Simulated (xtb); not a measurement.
H₅NOSiZn, SMILES [NH2][Zn][O][SiH3]. All values are semi-empirical tight-binding results from xtb (GFN2-xTB unless named), good for trends rather than for accurate numbers. Geometry: GFN2-xTB. The structure was generated by enumeration; whether it is a known compound was not checked. One conformer was computed; it need not be the lowest.

The geometry has at least one imaginary mode, so it is a saddle point at that level.

For metal compounds this method's bond lengths and energies can be far off.

Computed properties:
- orbital gap = 3.29 eV
